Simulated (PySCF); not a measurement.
**Electronic absorption of C6H4ClNS**

Compound: C6H4ClNS.
Atom-mapped SMILES: `[Cl:1][CH2:2][C:3]#[C:4][c:5]1[n:6][cH:7][cH:8][s:9]1` (hydrogens: H10, H11 on C2; H12 on C7; H13 on C8)

Cartesian coordinates in Å at the GFN2-xTB level; atoms count from 1:
```xyz
13
C6H4ClNS angstrom
Cl     3.7392    1.9344   -0.3729
C      3.3049    0.2009   -0.1115
C      1.8793    0.0540   -0.0478
C      0.6772   -0.0199    0.0095
C     -0.7150   -0.1185    0.0452
N     -1.4014   -0.8899    0.8181
C     -2.7254   -0.7602    0.6157
C     -3.0863    0.1391   -0.3409
S     -1.7002    0.8705   -1.0406
H      3.7747   -0.1105    0.8226
H      3.7201   -0.3580   -0.9518
H     -3.4022   -1.3544    1.2023
H     -4.0694    0.4129   -0.6658
```

Computed, not measured: TDDFT B3LYP/def2-SVPD, vertical, gas phase, core orbitals frozen in the response in PySCF 2.14.0, density-fitted response routines.

| state | E (eV) | λ (nm) | ν̃ (cm⁻¹) | f | \|μ\| (D) | main configurations (H = HOMO, L = LUMO) |
| --- | --- | --- | --- | --- | --- | --- |
| S1 | 4.41 | 280.8 | 35610 | 0.288 | 4.15 | H→L (87%) |
| S2 | 4.76 | 260.2 | 38430 | 0.0029 | 0.40 | H-1→L (97%) |
| S3 | 4.97 | 249.5 | 40080 | 0.042 | 1.48 | H-2→L (61%), H→L+1 (27%) |
| S4 | 5.04 | 245.8 | 40680 | 0.0086 | 0.67 | H→L+1 (60%), H-2→L (32%) |
| S5 | 5.55 | 223.3 | 44790 | 0.0015 | 0.27 | H→L+2 (93%) |
| S6 | 5.61 | 221.0 | 45260 | 0.026 | 1.11 | H-3→L (79%) |
| S7 | 5.87 | 211.2 | 47340 | 0.0096 | 0.66 | H-4→L (81%) |
| S8 | 5.99 | 207.0 | 48310 | 0.0001 | 0.07 | H-5→L (82%) |

Triplets (Tamm–Dancoff): T1 3.08 eV, H→L (95%); T2 4.34 eV, H-1→L (87%); T3 4.52 eV, H→L+1 (37%), H-3→L (29%), H-2→L (18%).

The lowest singlet comes at 281 nm (426 kJ/mol) in the ultraviolet; it is strong; its leading configuration is HOMO→LUMO (87%). The lowest level is also the most intense of those listed (f = 0.288). Löwdin shares by element: HOMO carbon 63% or more (atoms not listed hold the other 37%); LUMO carbon 29% or more, sulfur 17%, nitrogen 14% (atoms not listed hold the other 40%). The listed states span 1.58 eV, and the widest gap between neighbours is 0.51 eV (S4 to S5). Orbital energies (eV): HOMO-3 -8.27, HOMO-2 -8.14, HOMO-1 -7.98, HOMO -6.81, LUMO -2.00, LUMO+1 -0.85, LUMO+2 -0.24. The oscillator strengths of these states sum to 0.378; summed over the whole spectrum of an exact calculation they would give the number of electrons, 80 (Thomas–Reiche–Kuhn). Singlets were solved by full linear response, triplets in the Tamm–Dancoff approximation.

On Arm Neoverse N1, one thread, no GPU, shared host with 64 logical CPUs at a one-minute load of 58, this took 80 s of wall time and 0.88 GiB of memory at its peak.
